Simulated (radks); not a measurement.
Coulomb parameter of the 4d shell of the ruthenium ion Ru3+ in the model configuration [Kr] 4d4 5p1, as a second difference U = [E(n + 0.5) + E(n - 0.5) - 2 E(n)] / (0.5)^2 with all orbitals relaxed. "Bare": the charge of the atom changes with n. "Screened": the 5p shell takes up the change at fixed total charge, which measures U(4d,4d) + U(5p,5p) - 2 U(4d,5p). Method: Dirac Kohn-Sham, BLYP, spin-unpolarised, spherical densities, point nucleus; open shells are shared between the two j in proportion to 2j + 1; computed with a radial shooting solver on a logarithmic mesh with Libxc functionals.

start: configuration [Kr] 4d4 5p1; E - E(n) (eV) 0.000
bare +0.5: configuration [Kr] 4d4.5 5p1; E - E(n) (eV) -19.251
bare -0.5: configuration [Kr] 4d3.5 5p1; E - E(n) (eV) 22.792
screened +0.5: configuration [Kr] 4d4.5 5p0.5; E - E(n) (eV) -8.506
screened -0.5: configuration [Kr] 4d3.5 5p1.5; E - E(n) (eV) 9.244

U(bare) = 14.165 eV, U(screened by 5p) = 2.948 eV.
